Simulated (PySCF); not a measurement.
# Nuclear quadrupole coupling in `C[C@]12O[C@H](C[C@H]1F)C[C@@H]2F`

C₇H₁₀F₂O.
Geometry (GFN2-xTB, Å), atoms numbered from 1 in this order:
```xyz
20
C7H10F2O angstrom
C      1.2399   -1.5411   -1.0985
C      0.3762   -0.5068   -0.4135
O     -0.6740   -0.0153   -1.2361
C     -1.2446    0.8936   -0.3053
C     -0.0616    1.8084    0.0566
C      1.1069    0.8150   -0.0457
F      1.8432    0.7459    1.1034
C     -1.5701   -0.0034    0.9017
C     -0.4265   -1.0266    0.8122
F      0.3024   -1.1055    1.9655
H      2.0189   -1.8643   -0.4123
H      0.6358   -2.3960   -1.3910
H      1.6936   -1.1133   -1.9889
H     -2.0987    1.3959   -0.7528
H     -0.1347    2.2214    1.0601
H      0.0434    2.6186   -0.6619
H      1.8122    1.0772   -0.8427
H     -2.5405   -0.4815    0.7857
H     -1.5402    0.5305    1.8487
H     -0.7867   -2.0421    0.6117
```

Field gradients from the PBE0/pcSseg-1 density (PySCF, non-relativistic), principal values in atomic units, ordered |Vxx| ≤ |Vyy| ≤ |Vzz|:

| atom | Vxx | Vyy | Vzz |
| --- | --- | --- | --- |
| O3 | 0.1881 | 1.7932 | -1.9813 |

Problem. Find the asymmetry η = (Vxx − Vyy)/Vzz and the couplings χ = eQV/h (234.96 MHz × Q in barn × V in au), with Q(17O) = −0.0256 b.

Solution. 
| atom | environment | nucleus | η | χzz (MHz) | χxx (MHz) | χyy (MHz) |
| --- | --- | --- | --- | --- | --- | --- |
| O3 | cyclic ether oxygen | 17O | 0.81 | 11.92 | -1.13 | -10.79 |

Problem. What is Vzz at O3 in SI units (1 au = 9.71736 × 10²¹ V/m²)?

Solution. -1.9813 au = -19.253 × 10²¹ V/m².

Problem. And the gradient at the other heavy atoms, for which no coupling is worked out here?

Solution. 
| atom | environment | Vzz (au) | η |
| --- | --- | --- | --- |
| C1 | methyl carbon | 0.080 | 0.06 |
| C2 | sp3 carbon bound to oxygen | 0.339 | 0.14 |
| C4 | sp3 carbon bound to oxygen | 0.365 | 0.20 |
| C5 | ring CH2 carbon | -0.071 | 0.74 |
| C6 | sp3 C–F carbon | 0.490 | 0.19 |
| F7 | alkyl fluorine | 3.070 | 0.05 |
| C8 | ring CH2 carbon | -0.071 | 0.74 |
| C9 | sp3 C–F carbon | 0.490 | 0.19 |
| F10 | alkyl fluorine | 3.071 | 0.05 |

Were the hydrogens deuterons (Q(2H) = 0.00286 b), χzz would run from 192 kHz (H17 and H20) to 212 kHz (H12 and H13).

Isolated species at its GFN2-xTB geometry, gas phase. GFN2-xTB bond lengths can be off by several hundredths of an ångström, more for odd bonds, and the gradients follow them. The basis is small and wasn't made for field gradients, so the couplings can be 20 % off.

These values come from a run that also computed NMR shieldings. The run took 3.7 min wall, 1.9 min CPU on one thread of an Intel Xeon at 2.50 GHz (shared host), and the process peaked at 1.0 GiB of memory.
